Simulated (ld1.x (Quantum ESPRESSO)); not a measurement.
## technetium: variants of one TM potential

Base potential:

| Property | Result |
| --- | --- |
| Element | technetium |
| Generator | ld1.x (Quantum ESPRESSO) 7.5 |
| Type | norm-conserving Troullier–Martins (Kleinman–Bylander form) |
| Functional | PBE |
| Relativity | scalar-relativistic |
| Frozen core | [Kr] |
| Valence charge | 7 |
| Reference configuration | 4d5.5 5s1.5 5p0 |
| Partial waves | 5p (bound, empty): rc 3.85 bohr; 4d (bound): rc 1.35 bohr; 5s (bound): rc 2.45 bohr |
| Local potential | the s channel |
| Core correction | a·sin(br)/r model core inside 0.90 bohr |

Cutoffs, loose and tight: the cutoffs (Ry, on a coarse ladder) from which the occupation-weighted sum of valence levels, in a spherical-Bessel basis at the reference potential, stays within 10 and 1 mRy of its value at 400 Ry. They do not see the model core or the augmentation charge, which bear on the density cutoff. Test errors are all-electron minus pseudo excitation energies from the reference, over the configurations 4d5 5s2 5p0; 4d5 5s1 5p0; 4d5 5s0 5p0; 4d6 5s0 5p0; 4d4 5s2 5p1; 4d4 5s2 5p0; 4d5 5s0 5p1. A dash means not determined; rows that change the core or the reference have their own tests. The largest error is taken over the tests solved by every variant that gives reliable tests at all: 4d5 5s1 5p0; 4d5 5s2 5p0; 4d6 5s0 5p0.

A true bound ghost makes a file unfit for plane-wave use even where its test errors are small: the radial tests pick states by their node count and pass the ghost by. Where a test does run into it, the solver fails or the error is huge.

| change | outcome | cutoff, loose | cutoff, tight | bound ghosts | largest test error (meV) |
| --- | --- | --- | --- | --- | --- |
| base | generated | 50 Ry | 70 Ry | none | -71 |
| core correction a·sin(br)/r model core inside 1.24 bohr | generated | 50 Ry | 70 Ry | none | -71 |
| wave 4d (bound): rc 1.35 bohr becomes 4d (bound): rc 2.08 bohr | generated | 40 Ry | 50 Ry | none | -67 |
| wave 5s (bound): rc 2.45 bohr becomes 5s (bound): rc 3.44 bohr | generated | 50 Ry | 70 Ry | none | -50 |
| reference 4d5 5s1 5p1 | generated | 50 Ry | 70 Ry | none | -983 |
| all radii but the core radius scaled by about 0.89 (s 2.18, p 3.42, d 1.20 bohr) | generated | 70 Ry | 100 Ry | none | -61 |
| local potential all-electron potential smoothed inside 1.25 bohr (lloc = -1) | generated | 50 Ry | 70 Ry | s, p | -60 |
| wave 5p (bound): rc 3.85 bohr becomes 5p (bound): rc 3.28 bohr | generated | 50 Ry | 70 Ry | none | -71 |
| all radii but the core radius scaled by about 0.73 (s 1.80, p 2.82, d 1.00 bohr) | generated | 160 Ry | 230 Ry | p | -34 |
| all radii but the core radius scaled by about 0.93 (s 2.28, p 3.58, d 1.26 bohr) | generated | 55 Ry | 80 Ry | none | -64 |
